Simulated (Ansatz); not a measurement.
Na₂Cl₂, relaxed as a quintet with UKS PBE0-D4/def2-TZVP in Ansatz, starting from the PBE0-D4/def2-TZVP geometry of the neutral singlet. Force threshold 0.02 eV/Å.

In the quintet geometry the species has come apart into loosely held pieces. At PBE0-D4/def2-TZVP a singlet of charge 0 lies 9.97 eV below the quintet, each at its own geometry. The structure comes from a short search, and lower isomers may exist.

Start:

```csv
atom,x (Å),y (Å),z (Å)
Na1,0.0435,1.1842,-1.0673
Na2,-0.0430,-1.1843,1.0674
Cl3,0.6214,-1.2606,-1.3743
Cl4,-0.6219,1.2607,1.3742
```

Task: Estimate the energy that the relaxation releases and the steps that it takes.

Result: 1.82 eV, in 13 steps; 37 s on 4 threads of Arm Neoverse V1 on a shared host. The force fell under the threshold at step 11, but the optimiser went on. No frequencies were taken in this run, so the end may be a saddle point.

Task: Does the start keep its bonding and symmetry?

Result: Bonds lost: Na1–Cl3, Na1–Cl4, Na2–Cl3, Na2–Cl4 (atoms count from 1). Metal–metal contacts that move far: Na1–Na2 3.19 to 4.27 Å. The end holds 3 separate pieces. Point group D2h at the start, D2h at the end, both within 0.05 Å.

Task: Predict the relaxed structure.

Result: 
```xyz
4

Na    0.059    1.587   -1.430
Na   -0.057   -1.587    1.430
Cl    1.100   -2.234   -2.435
Cl   -1.102    2.233    2.434
```
Bond lengths (bridged metal pairs left out): .
